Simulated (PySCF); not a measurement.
**How methods differ on the ionisation energy of Pd²⁺**

Pd²⁺ [Kr] 4d8 (3F) → Pd³⁺ [Kr] 4d7 (4F), as a difference of total energies. All numbers are calculated (PySCF 2.14, the spin-free X2C one-electron Hamiltonian (Gaussian nucleus), in aug-cc-pVTZ-DK (9s8p6d3f2g, 102 functions)). Correlated levels: valence: [Kr] frozen. The calculations carry no spin-orbit coupling.

```json
{"method": "UHF", "ionisation energy (eV)": "31.119", "plus first-order spin-orbit estimate": "31.093", "difference from reference of that sum (eV)": "-1.837"}
{"method": "LDA", "ionisation energy (eV)": "33.596", "plus first-order spin-orbit estimate": "33.571", "difference from reference of that sum (eV)": "+0.641"}
{"method": "PBE", "ionisation energy (eV)": "33.219", "plus first-order spin-orbit estimate": "33.193", "difference from reference of that sum (eV)": "+0.263"}
{"method": "PBE0", "ionisation energy (eV)": "33.014", "plus first-order spin-orbit estimate": "32.988", "difference from reference of that sum (eV)": "+0.058"}
{"method": "r2SCAN", "ionisation energy (eV)": "33.043", "plus first-order spin-orbit estimate": "33.017", "difference from reference of that sum (eV)": "+0.087"}
{"method": "r2SCANh", "ionisation energy (eV)": "32.992", "plus first-order spin-orbit estimate": "32.966", "difference from reference of that sum (eV)": "+0.036"}
{"method": "PW91", "ionisation energy (eV)": "33.307", "plus first-order spin-orbit estimate": "33.281", "difference from reference of that sum (eV)": "+0.351"}
{"method": "MN15", "ionisation energy (eV)": "33.269", "plus first-order spin-orbit estimate": "33.243", "difference from reference of that sum (eV)": "+0.313"}
{"method": "MP2 (valence)", "ionisation energy (eV)": "32.764", "plus first-order spin-orbit estimate": "32.738", "difference from reference of that sum (eV)": "-0.192"}
{"method": "SCS-MP2 (valence)", "ionisation energy (eV)": "32.777", "plus first-order spin-orbit estimate": "32.751", "difference from reference of that sum (eV)": "-0.179"}
```

Reference: 32.93 eV (semi-empirical (NIST evaluation); NIST Atomic Spectra Database, ionization energies).

A first-order spin-orbit estimate (lowest level to lowest level, LS coupling) adds -0.026 eV.

Errors of the correlated levels include the incompleteness of this basis and the frozen core.
